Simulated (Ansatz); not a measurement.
hexafluoroethane (C$_{2}$F$_{6}$), singlet, at a GFN2-xTB geometry; MP2/STO-3G run with Ansatz (a first-principles code).

The Ansatz input:
Ansatz 0.2 input:
```yaml
crystal:
  periodic: [false, false, false]
  atoms:
    - {symbol: F, position_ang: [1.40411511, -0.28283952, -1.02131229]}
    - {symbol: C, position_ang: [0.76712540, -0.06168844, 0.12248110]}
    - {symbol: F, position_ang: [1.24344065, 1.05549696, 0.65908857]}
    - {symbol: F, position_ang: [1.02641252, -1.06809983, 0.94881838]}
    - {symbol: C, position_ang: [-0.76712540, 0.06168844, -0.12248110]}
    - {symbol: F, position_ang: [-1.02641252, 1.06809983, -0.94881838]}
    - {symbol: F, position_ang: [-1.24344065, -1.05549696, -0.65908857]}
    - {symbol: F, position_ang: [-1.40411511, 0.28283952, 1.02131229]}
basis:
  gaussian:
    orbitals: STO-3G
magnetization: {spin_polarized: false}
correlation: {method: mp2, electrons: outside_noble_gas}
accuracy: high
```

It wrote (shortened):

```
Functional definition: HF
911 factors; integrals over basis functions are off by at most 4.6e-8 eV
mean field evaluation 1: about -18031.7216 eV, gradient 5.6e1 eV
mean field evaluation 2: about -18032.0986 eV, gradient 5.6e1 eV
mean field evaluation 4: about -18042.2376 eV, gradient 3.1e0 eV
mean field evaluation 8: about -18042.3017 eV, gradient 4.5e-6 eV
mean field -18042.30169607 eV, -663.0423578192 hartree, gradient 5.5e-9 eV, S^2 0.000000; 0 other end points of the search recorded, 0 dependent functions left out
8 core orbitals not correlated
reference -18042.30169607 eV, -663.0423578192 hartree; 25, 25 occupied and 7, 7 virtual orbitals, 911 factors
second order -5.05432700 eV of doubles, -0.00000000 eV of singles
Total energy: -18047.35602307 eV, -663.2281009104 hartree
```
